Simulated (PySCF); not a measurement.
Input of a run (PBE0-D3(BJ)/def2-SVP geometry optimisation, gas phase (PySCF 2.14.0)), started from GFN2-xTB:
```
{"job": {"xc": "PBE0", "basis": "def2-SVP", "d3": "d3bj", "grid": 1, "shake": 0.01, "kind": "geom"}, "charge": 0, "multiplicity": 1}
C      0.989480     2.172070     1.796600
C     -0.056190     1.923750     0.996720
C     -1.361620     2.537930     0.626800
C     -1.619950     1.534000    -0.213450
C     -0.400420     0.813660     0.047370
C      0.196060    -0.293360    -0.340530
O      1.392510    -0.716260     0.152280
C      2.142420    -1.647060    -0.612760
O     -0.395450    -1.128010    -1.306620
C     -1.318210    -1.978280    -0.890800
F     -1.731710    -2.734650    -1.907490
F     -2.403050    -1.386750    -0.385770
F     -0.912250    -2.804750     0.048030
H      0.973360     3.091780     2.403140
H      1.805180     1.518830     1.859710
H     -1.830560     3.458780     0.947060
H     -2.485130     1.314470    -0.846260
H      3.092850    -1.694200    -0.122090
H      2.233500    -1.330950    -1.641550
H      1.638170    -2.635630    -0.580320
```

Output (energies in Eh, forces in Eh/bohr):
```
step   0  E = -757.58248149  max force = 0.040185
step   1  E = -757.59101619  max force = 0.016098
step   2  E = -757.59172999  max force = 0.006328
step   3  E = -757.59216524  max force = 0.002686
step   4  E = -757.59222154  max force = 0.002019
step   5  E = -757.59236743  max force = 0.001892
step   6  E = -757.59244051  max force = 0.003334
step   7  E = -757.59248001  max force = 0.002816
step   8  E = -757.59250715  max force = 0.001141
step   9  E = -757.59251497  max force = 0.000256
optimisation converged
```

Question: Summarise the run.

Answer: The energy falls by 0.273 eV over 10 energy and gradient evaluations, the largest force component goes from 0.0402 to 2.6e-04 Eh/bohr, and the atoms move by 0.266 Å rms after alignment. The bond that changes most is C1–H15 (terminal =CH2 carbon to vinylic hydrogen), which lengthens by 0.045 Å. Bonds longer at the end by more than 0.005 Å: 9 of 20; shorter: 8. Among the angles that change most is C4–C3–H16, from 138.0° to 134.0°. Among the dihedrals that turn most is C5–C6–O7–C8, from -160° to -133°. The energy never rose by more than 1e-6 Eh on the way. The first step brought 85 % of the lowering.

Question: What are the final bond lengths?

Answer: C1=C2 1.333 Å, C2–C3 1.482 Å, C3=C4 1.363 Å, C4–C5 1.471 Å, C5=C6 1.335 Å, C6–O7 1.335 Å, O7–C8 1.416 Å, C6–O9 1.386 Å, O9–C10 1.352 Å, C10–F11 1.319 Å, C10–F12 1.329 Å, C10–F13 1.330 Å, C2–C5 1.497 Å, C1–H14 1.092 Å, C1–H15 1.092 Å, C3–H16 1.091 Å, C4–H17 1.090 Å, C8–H18 1.097 Å, C8–H19 1.103 Å, C8–H20 1.101 Å. Numbering counts from 1 in the input's order; the species is `C=C1C=C/C1=C(/OC)OC(F)(F)F`.

The run used 217 basis functions and 76 SCF cycles in all. Time: 4.6 min of wall time; peak memory 0.95 GiB. Hardware: an Intel Xeon Platinum 8488C with one thread, shared host with 192 logical CPUs at a one-minute load of 30.

Not checked by PBE0-D3(BJ)/def2-SVP frequencies. The numbers are those of one conformer.
